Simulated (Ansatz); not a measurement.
Cost and result for the atomization energy of `C=CS[Si](O)(O)O` (13 atoms, 12 bonds).

```tsv
atom	x (Å)	y (Å)	z (Å)
C1	1.145	-0.838	-1.464
C2	0.132	-0.068	-1.851
S3	-1.297	0.407	-0.940
Si4	-0.567	0.333	1.075
O5	-0.330	-1.195	1.585
O6	-1.713	1.019	2.002
O7	0.833	1.145	1.210
H8	1.184	-1.314	-0.490
H9	1.961	-1.033	-2.149
H10	0.120	0.347	-2.854
H11	-1.063	-1.806	1.491
H12	-1.864	1.960	1.898
H13	1.458	1.043	0.488
```

Total charge 0; spin multiplicity 1. All single points use the PBE0-D4/def2-TZVP geometry. It is one conformer, not always the lowest. Program: Ansatz. All runs use 2 threads of an AMD EPYC 7R13 on a shared host and a share of an NVIDIA H100 80 GB. Times are those of one run each, without the atoms' runs, and a repeat can differ threefold. Electronic energies, without spin–orbit coupling; frozen cores. CCSD(T)/CBS adds CCSD(T) − MP2 in def2-TZVPP to the MP2 limit, and its time is that of the two runs behind it. T1 = 0.012. B3LYP takes the VWN-RPA correlation (the form of Gaussian; ORCA's B3LYP/G).

CCSD(T)/CBS is a level of theory with its own doubt, some kJ/mol a heavy atom from the limit and from the frozen cores, so smaller differences don't rank the functionals.

```tsv
level	functions	wall time
PBE0-D4/def2-TZVPP	323	2.3 s
PBE-D4/def2-TZVPP (with forces)	323	2.7 s
B3LYP-D4/def2-TZVPP (with forces)	323	3 s
r2SCAN-D4/def2-TZVPP (with forces)	323	3 s
B2PLYP/def2-TZVPP	323	3.2 s
ωB97X-V/def2-TZVPP	323	3.5 s
ωB97M-V/def2-TZVPP (with forces)	323	3.8 s
MP2/def2-QZVPP	605	4.6 s
CCSD(T)/def2-TZVPP	323	6.5 s
CCSD(T)/CBS(def2)	–	11 s
```

(1) What atomization energy does each give, and how far from CCSD(T)/CBS? (An estimate is asked.)

## Answers

(1) Ansatz gave: 
```tsv
level	atomization (kcal/mol)	difference from CCSD(T)/CBS	per bond
PBE0-D4/def2-TZVPP	1272.9	-8.4	-0.7
PBE-D4/def2-TZVPP (with forces)	1304.1	22.8	1.9
B3LYP-D4/def2-TZVPP (with forces)	1270.5	-10.8	-0.9
r2SCAN-D4/def2-TZVPP (with forces)	1281.7	0.4	0.0
B2PLYP/def2-TZVPP	1259.6	-21.7	-1.8
ωB97X-V/def2-TZVPP	1277.3	-4.0	-0.3
ωB97M-V/def2-TZVPP (with forces)	1281.8	0.5	0.0
MP2/def2-QZVPP	1301.7	20.4	1.7
CCSD(T)/def2-TZVPP	1241.1	-40.2	-3.3
CCSD(T)/CBS(def2)	1281.3	0.0	0.0
```

In def2-TZVPP, CCSD(T) changes the Hartree–Fock value by +341.2 kcal/mol (the triples alone add +23.4 kcal/mol) and MP2 by +377.8 kcal/mol; breaking electron pairs costs correlation energy, which Hartree–Fock lacks. The D4 term adds +14.6 kcal/mol with B3LYP and +7.7 kcal/mol with PBE0; it sums over pairs of atoms, weighted by their polarisabilities, and B3LYP, whose exchange is more repulsive, gets the larger term. From PBE to PBE0 (25 % exact exchange), in def2-TZVPP and without D4, the atomization energy moves by −29.8 kcal/mol: exact exchange takes away binding that semilocal exchange gives to molecules.
